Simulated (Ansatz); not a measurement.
Gas-phase electronic energies from Ansatz, PBE0-D4/def2-TZVP geometries. CCSD(T)/CBS is the MP2 limit (def2-TZVPP, def2-QZVPP) plus CCSD(T) − MP2 in def2-TZVPP, frozen cores. This one scheme is used for every species. DFT in def2-TZVPP. B3LYP here is the variant with VWN-RPA as its local correlation; programs differ in this. HSE06 is defined as in plane-wave codes. Elements past krypton have def2 core potentials. For Sb outer-core shells are correlated without core-valence functions, which leaves a few kJ/mol of doubt a bond. One conformer a species, not always the lowest.

Reaction (ligand exchange at the Sb–F bond): `C[O][Sb]([F])[SiH3]` + HCl → `C[O][Sb]([SiH3])[Cl]` + H–F

```tsv
level	ΔE (kJ/mol)	difference from CCSD(T)/CBS
LDA (SPW92)	-30.1	4.7
revPBE-D4	-32.2	2.6
BLYP-D4	-24.9	9.9
r2SCAN-D4	-27.3	7.5
B97M-V	-19.5	15.3
PBE0-D4	-36.5	-1.7
B3LYP-D4	-29.4	5.4
r2SCANh-D4	-30.3	4.5
r2SCAN0-D4	-34.3	0.5
HSE06-D4	-37.3	-2.5
BHLYP-D4	-33.8	1.0
ωB97X-V	-23.4	11.4
ωB97M-V	-27.8	7.0
PBE-QIDH	-37.5	-2.7
PBE	-25.4	9.4
revPBE	-23.7	11.1
BLYP	-15.0	19.8
r2SCAN	-26.1	8.7
PBE0	-32.0	2.8
B3LYP	-21.2	13.6
r2SCANh	-28.9	5.9
r2SCAN0	-32.8	2.0
BHLYP	-25.2	9.6
CAM-B3LYP	-16.9	17.9
LC-ωPBE	-19.5	15.3
RPA@PBE/def2-TZVPP	-25.9	8.9
HF/def2-SVP	-33.3	1.5
MP2/def2-SVP	-29.7	5.1
CCSD/def2-SVP	-26.3	8.5
CCSD(T)/def2-SVP	-26.6	8.2
HF/def2-TZVPP	-26.6	8.2
MP2/def2-TZVPP	-40.6	-5.8
SCS-MP2/def2-TZVPP	-32.7	2.1
CCSD/def2-TZVPP	-30.7	4.1
CCSD(T)/def2-TZVPP	-31.9	2.9
HF/def2-QZVPP	-23.3	11.5
MP2/def2-QZVPP	-41.1	-6.3
SCS-MP2/def2-QZVPP	-33.2	1.6
HF/CBS(def2)	-22.8	12.0
CCSD/CBS(def2)	-33.6	1.2
CCSD(T)/CBS	-34.8	0
```

Largest T1 diagnostic among the species: 0.015.

At CCSD(T), def2-SVP lies +8.2 kJ/mol from the extrapolated value and def2-TZVPP +2.9 kJ/mol. In def2-TZVPP, CCSD(T) changes the Hartree–Fock value by −5.3 kJ/mol (the triples alone add −1.3 kJ/mol) and MP2 by −14.0 kJ/mol. From PBE to PBE0 (25 % exact exchange), in def2-TZVPP and without D4, ΔE moves by −6.6 kJ/mol.

CCSD(T)/CBS has its own doubt, a few kJ/mol and more with outer-core shells, so smaller differences from it don't rank the levels.
